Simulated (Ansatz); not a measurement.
# Energy profile

The step: CH₅ClGe ([CH3][GeH2][Cl]) + H₂ → CH₆Ge ([CH3][GeH3]) + HCl; bonds formed: Ge1–H7, Cl2–H6; bonds broken: Ge1–Cl2, H6–H7 (atoms numbered as in the saddle structure below).

Ge1  (-0.286, -0.694, 0.113)
Cl2  (2.078, -0.308, -1.041)
H3  (-0.396, -1.852, -0.873)
H4  (-1.073, -1.093, 1.397)
C5  (-0.699, 1.138, -0.332)
H6  (1.581, -0.725, 0.628)
H7  (1.091, -0.912, 1.327)
H8  (-1.746, 1.342, -0.096)
H9  (-0.061, 1.794, 0.261)
H10  (-0.487, 1.308, -1.385)
(Å)

Electronic energies by CCSD(T) at an estimated basis limit (MP2 extrapolated from triple and quadruple zeta, plus CCSD(T) − MP2 in triple zeta), on PBE0-D4/def2-TZVP structures; CH7ClGe, closed shell; no counterpoise correction. Computed with Ansatz 0.2.0 (basis: def2-TZVPP and def2-QZVPP); correlated methods freeze the cores. Filled d shells of the heavier atoms are correlated. The def2 sets are not built for correlating such inner shells, so the correlated values are less sure here. Extrapolation: Hartree–Fock as exp(−7.88 √X), correlation as X^−2.97.

Q: Give the profile in kJ/mol, counted from the separated reactants. (To be estimated.)

A: The calculation gives:
| point | kJ/mol |
| --- | --- |
| separated: CH5ClGe (linked as [CH3][GeH2][Cl]; Ge1, Cl2, H3, H4, C5, H8, H9, H10; singlet) + H2 (H6, H7; singlet) | 0.0 |
| start structure | -3.2 |
| saddle | 218.2 |
| end structure | 52.7 |
| separated: CH6Ge (linked as [CH3][GeH3]; Ge1, H3, H4, C5, H7, H8, H9, H10; singlet) + HCl (Cl2, H6; singlet) | 59.9 |

The T1 diagnostic stays at or below 0.012.

For scale, one of the runs: CCSD(T)/def2-TZVPP, 219 basis functions, launched by `ansatz run in.yaml --threads 4 --pin off --events-out ev --progress --plain --max-ram 9574MiB`. Time: 110 s of wall clock on 4 CPU threads of an Arm Neoverse V1; the host was shared. Peak host memory: 3.2 GiB.
